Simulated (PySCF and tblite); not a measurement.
The numbers below are computed, except where a source is named.
System: C₅H₃ClOS, numbered as in [O:1]=[CH:2][c:3]1[cH:4][c:5]([Cl:6])[cH:7][s:8]1.

Motion: rotation about the C3–C2 bond (torsion C4–C3–C2–O1 from 0° to 180°, rising). GFN2-xTB gives an electronic barrier of 7.8 kcal/mol and a reaction energy of 0.3 kcal/mol.

What does PBE/pcSseg-1 + D3(BJ), IEF-PCM water give on GFN2-xTB geometries?

A barrier of 11.6 kcal/mol, 3.8 above the tight-binding barrier (from unrounded values), a reaction energy of -1.2 kcal/mol and, with GFN2-xTB thermal terms, ΔG‡(298 K) = 11.5 kcal/mol and k = 4.4×10⁴ s⁻¹ (2 equivalent paths).

Programs: tblite and PySCF.
